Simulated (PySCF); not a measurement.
# Computed properties of Cl2H4SSi2, SMILES Cl[SiH2]S[SiH2]Cl

Cl2H4SSi2, SMILES Cl[SiH2]S[SiH2]Cl. Coordinates come from a r2SCAN-D4/def2-SVP optimisation. This is a generated structure with no PubChem entry under its InChIKey; it may be hypothetical. One conformer was computed; it need not be the lowest. All values are computed for the isolated molecule unless a solvent is named; none is compared with measurement here.

**Structure.** The optimised structure has C2 symmetry. All 21 harmonic modes at r2SCAN-D4/def2-SVP (PySCF) are real, so it is a minimum. With heavy atoms numbered as in [SiH2:1]([Cl:2])[S:3][SiH2:4][Cl:5], the shortest bond between them is Si4–Cl5 at 2.071 Å and the longest Si1–S3 at 2.147 Å.

**Vibrations.** The strongest infrared lines (harmonic, unscaled, degenerate partners summed) lie at 834 cm⁻¹ (339 km/mol, H 94 %), 561 cm⁻¹ (231 km/mol, Si 46 %, Cl 22 %, H 18 %, S 13 %), 930 cm⁻¹ (203 km/mol, H 95 %). The softest mode is at 31 cm⁻¹ and the zero-point energy is 25.6 kcal/mol.

**Electronic structure.** ωB97X/def2-TZVP (PySCF) places the frontier levels at -10.45 and 1.45 eV, a gap of 11.90 eV, and gives a dipole moment of 0.07 D and a mean polarisability of 90.3 bohr³. PBE/def2-TZVP (PySCF) at the same geometry gives -6.91 and -1.49 eV, so its gap is 6.48 eV narrower. An orbital gap is neither the optical nor the fundamental gap.

**Excitations.** TDA-PBE0/def2-SVPD (PySCF) has S1 at 6.17 eV (201 nm, f = 0.059, bright); the most intense of the 10 singlets computed lies at 6.17 eV (f = 0.06). T1 (TDA) is at 5.63 eV, 0.54 eV under S1. TDA-PBE/def2-SVPD (PySCF) puts S1 at 5.60 eV. No vertical singlet excitation falls in the visible range (under 3.1 eV).

**NMR.** GIAO shifts at B3LYP/pcSseg-1 (PySCF) (non-relativistic, atoms alike by connectivity averaged): ¹H at 5.9 ppm against TMS; ²⁹Si at 2.2 ppm against TMS. Without spin–orbit terms, shifts of atoms bonded to Cl or Br come out too high.

**Solvation.** SMD-B3LYP/def2-SVP (PySCF) gives 0.7 kcal/mol in water, -3.8 kcal/mol in acetonitrile, -4.0 kcal/mol in toluene (1 M in both phases, gas-phase geometry).
